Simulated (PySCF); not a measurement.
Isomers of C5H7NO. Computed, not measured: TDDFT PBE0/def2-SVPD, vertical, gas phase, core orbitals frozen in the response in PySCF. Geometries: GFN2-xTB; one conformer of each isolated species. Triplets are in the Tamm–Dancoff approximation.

A. `C=C(C#N)OCC`
B. `Cn1ccc(O)c1`
C. `CCc1ccno1`
D. `CO/C=N/C1C=C1`

Lowest singlet levels (six at most, fewer where fewer were computed) with oscillator strengths:

1. 5.14 eV (f 0.002); 5.47 eV (f 0.001); 5.82 eV (f 0.100); 6.03 eV (f 0.003); 6.21 eV (f 0.009); 6.37 eV (f 0.047); T1 4.18 eV
2. 5.56 eV (f 0.261); 5.98 eV (f 0.000); 6.82 eV (f 0.019); 6.88 eV (f 0.002); 7.23 eV (f 0.054); 7.32 eV (f 0.002); T1 3.25 eV
3. 5.18 eV (f 0.001); 5.63 eV (f 0.000); 5.93 eV (f 0.002); 6.48 eV (f 0.297); 6.55 eV (f 0.027); 6.86 eV (f 0.014); T1 4.34 eV
4. 6.39 eV (f 0.113); 6.41 eV (f 0.117); 6.95 eV (f 0.006); 7.20 eV (f 0.016); 7.76 eV (f 0.008); 7.96 eV (f 0.022); T1 4.24 eV

**Question.** Which spectrum belongs to which structure?

**Answer.** 1 = B, 2 = A, 3 = D, 4 = C.
- A: S1 at 5.56 eV, HOMO→LUMO (95%); Löwdin shares by element: HOMO carbon 49% or more, oxygen 26%, nitrogen 8% (atoms not listed hold the other 18%); LUMO carbon 65% or more, nitrogen 19% (atoms not listed hold the other 16%); HOMO -7.30 and LUMO -1.34 eV; point group Cs, 1 of its 6 listed states under f = 0.0005.
- B: S1 at 5.14 eV, HOMO→LUMO (79%), HOMO→LUMO+1 (18%); Löwdin shares by element: HOMO carbon 60% or more, oxygen 16% (atoms not listed hold the other 23%); LUMO carbon 29% or more, oxygen 18%, hydrogen 12% or more (atoms not listed hold the other 41%); HOMO -5.72 and LUMO 0.64 eV.
- C: S1 at 6.39 eV, HOMO-1→LUMO (50%), HOMO→LUMO (46%); Löwdin shares by element: HOMO carbon 56% or more, nitrogen 26% (atoms not listed hold the other 18%); LUMO carbon 36% or more, nitrogen 21%, oxygen 16% (atoms not listed hold the other 27%); HOMO -7.40 and LUMO -0.32 eV.
- D: S1 at 5.18 eV, HOMO→LUMO (96%); Löwdin shares by element: HOMO carbon 27% or more, nitrogen 25%, oxygen 20% (atoms not listed hold the other 28%); LUMO carbon 69% or more, hydrogen 14% or more (atoms not listed hold the other 17%); HOMO -6.88 and LUMO -0.23 eV.
B and D have S1 within 0.04 eV of each other; their strongest listed levels stand at 5.82 eV (f 0.100) and 6.48 eV (f 0.297).
